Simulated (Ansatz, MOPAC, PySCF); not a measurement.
Dimer: PH3 (SMILES P) (first 4 atoms) with Si2H6 (SMILES [SiH3][SiH3]); geometry from B3LYP-D3(BJ)/def2-TZVP, rigid monomers moved along the line of their centres of mass till H4···Si5 is 4.71 Å.
(charge 0, multiplicity 1):
```xyz
12

P     -0.360     0.228    -0.075
H      0.781    -0.179     0.661
H      0.367     1.178    -0.839
H     -0.749     1.184     0.898
Si     0.763     0.694     5.331
Si    -0.722    -1.120     5.269
H      0.109     1.919     4.811
H      1.965     0.411     4.510
H      1.193     0.943     6.729
H     -1.907    -0.835     6.115
H     -0.055    -2.341     5.782
H     -1.183    -1.379     3.884
```

Monomers are frozen at their geometry in the pair; levels with a basis set take the counterpoise correction. Rows marked so take none.

Correlated levels freeze the cores. Rows in 3-21G, 6-31G* carry no dispersion term and start afresh at each structure (6-31G* with six Cartesian d functions). MP2/6-31G* freezes PySCF's default core. The state reached by AM1, PM6 isn't checked.

Codes used: Ansatz (Gaussian basis) for Hartree–Fock, density functionals and correlated methods; MOPAC for AM1, PM6 (differences of heats of formation); PySCF for 3-21G rows, 6-31G* rows, the dispersion terms. 

Other levels give for the interaction energy: PBE/def2-TZVPPD -7.2; B3LYP/def2-TZVPPD 7.4; B3LYP-D3(BJ)/def2-TZVPPD -20.0; wB97M-V/def2-TZVPPD -18.0; CCSD(T)/aug-cc-pV(D+d)Z -18.2 meV.

Common cheap choices:

| level | interaction energy (meV) |
|---|---|
| AM1 | 2.7 |
| PM6 | -3.1 |
| HF/3-21G (no counterpoise) | -0.9 |
| HF/6-31G* | 2.6 |
| BP86/6-31G* (no counterpoise) | 9.6 |
| B3LYP/6-31G* | 7.0 |
| B3LYP/6-31G* (no counterpoise) | 2.2 |
| MP2/6-31G* (no counterpoise) | -12.0 |

Ansatz is a quantum-chemistry and plane-wave program.
